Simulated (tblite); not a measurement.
C₄H₅B₂BrF₂.
Bonds: F1–B2, B2–F3, B2–C4, C4–C5, C5–C6, C6–C7 (triple), C7–B8, B8–Br9. Hydrogens: H10, H11 on C4; H12, H13 on C5; H14 on B8.

Computed with GFN2-xTB (tblite), gas phase: L-BFGS steps from a force-field or distance-geometry start until the largest atomic force falls under 0.01 eV/Å.

Step 16: E = -740.3085 eV
```
atom  x, y, z in Å  |  force x, y, z in eV/Å
F1     -3.7863    0.1781    0.8396    0.011   0.026  -0.003
B2     -2.8288    0.4949   -0.0058    0.021  -0.027  -0.006
F3     -3.2608    0.7792   -1.2175    0.015  -0.008   0.000
C4     -1.2942    0.5035    0.3790   -0.012   0.016   0.025
C5     -0.4624   -0.4883   -0.4660   -0.029   0.012   0.003
C6      0.9331   -0.4499   -0.1040    0.016  -0.005  -0.012
C7      2.1032   -0.4149    0.2035   -0.011  -0.001  -0.018
B8      3.5495   -0.3655    0.5692    0.021   0.007   0.006
Br9     4.1278    0.7614    1.9484   -0.018  -0.004  -0.006
H10    -1.1556    0.2707    1.4351   -0.009  -0.018   0.021
H11    -0.8808    1.5027    0.2183   -0.009   0.010  -0.008
H12    -0.5589   -0.2478   -1.5282   -0.006   0.007  -0.014
H13    -0.8310   -1.5074   -0.3186   -0.003  -0.012   0.003
H14     4.3445   -1.0172    0.0049    0.013  -0.003   0.009
```

Step 17: E = -740.3087 eV
```
atom  x, y, z in Å  |  force x, y, z in eV/Å
F1     -3.7870    0.1805    0.8393    0.006   0.022   0.006
B2     -2.8281    0.4943   -0.0052    0.029  -0.021  -0.007
F3     -3.2581    0.7773   -1.2177    0.010  -0.007  -0.011
C4     -1.2936    0.5032    0.3803   -0.021   0.017   0.022
C5     -0.4618   -0.4883   -0.4658   -0.048   0.023   0.011
C6      0.9332   -0.4484   -0.1037    0.022  -0.015  -0.023
C7      2.1041   -0.4150    0.2007   -0.022   0.000  -0.014
B8      3.5494   -0.3660    0.5685    0.030   0.008   0.005
Br9     4.1239    0.7620    1.9484   -0.013  -0.005  -0.006
H10    -1.1560    0.2697    1.4367   -0.001  -0.010   0.006
H11    -0.8811    1.5030    0.2179   -0.011  -0.005   0.005
H12    -0.5596   -0.2469   -1.5278   -0.002   0.005  -0.011
H13    -0.8303   -1.5075   -0.3187    0.002  -0.011   0.003
H14     4.3443   -1.0182    0.0050    0.019  -0.001   0.013
```

Step 18: E = -740.3090 eV
```
atom  x, y, z in Å  |  force x, y, z in eV/Å
F1     -3.7877    0.1837    0.8391    0.001   0.016   0.012
B2     -2.8269    0.4931   -0.0045    0.025  -0.009  -0.007
F3     -3.2545    0.7749   -1.2181    0.006  -0.008  -0.020
C4     -1.2931    0.5029    0.3822   -0.021   0.009   0.013
C5     -0.4618   -0.4879   -0.4655   -0.047   0.024   0.014
C6      0.9334   -0.4468   -0.1038    0.017  -0.023  -0.033
C7      2.1052   -0.4152    0.1971   -0.025   0.001  -0.008
B8      3.5496   -0.3664    0.5677    0.024   0.006  -0.003
Br9     4.1190    0.7626    1.9485   -0.005  -0.004  -0.003
H10    -1.1566    0.2683    1.4388    0.007   0.002  -0.008
H11    -0.8817    1.5032    0.2176   -0.012  -0.017   0.022
H12    -0.5606   -0.2457   -1.5275   -0.001   0.003   0.000
H13    -0.8296   -1.5078   -0.3188    0.005  -0.002   0.002
H14     4.3445   -1.0194    0.0052    0.025   0.002   0.018
```

**Question.** Estimate the geometry and energy of step 19. (The exact step hangs on the optimiser's Hessian estimate; all steps are aligned on step 18, rigid shifts and turns removed.)

**Answer.** E = -740.3092 eV, largest force 0.046 eV/Å
```
atom  x, y, z in Å  |  force x, y, z in eV/Å
F1     -3.7881    0.1870    0.8391   -0.002   0.012   0.012
B2     -2.8255    0.4919   -0.0041    0.008   0.006  -0.007
F3     -3.2509    0.7724   -1.2188    0.003  -0.012  -0.023
C4     -1.2932    0.5029    0.3842   -0.012  -0.004   0.002
C5     -0.4624   -0.4873   -0.4649   -0.023   0.015   0.010
C6      0.9336   -0.4458   -0.1046    0.005  -0.025  -0.038
C7      2.1060   -0.4153    0.1935   -0.017   0.002  -0.001
B8      3.5502   -0.3666    0.5669    0.005   0.002  -0.014
Br9     4.1143    0.7632    1.9486    0.002  -0.003   0.001
H10    -1.1569    0.2670    1.4406    0.013   0.011  -0.013
H11    -0.8825    1.5032    0.2177   -0.011  -0.018   0.035
H12    -0.5616   -0.2445   -1.5272   -0.004   0.002   0.011
H13    -0.8289   -1.5080   -0.3188    0.004   0.009   0.002
H14     4.3452   -1.0206    0.0057    0.029   0.005   0.022
```

The energy changes by -0.0002 eV. The first-order estimate −F·Δx gives -0.0003 eV and the mean of the old and new forces, exact on a quadratic surface, -0.0002 eV. The step makes an angle of 72° with the force vector and moves no atom by more than 0.005 Å.

The cost below is that of the whole relaxation. On an Arm Neoverse V1 with one thread, on a shared host, this took 0.77 s wall.
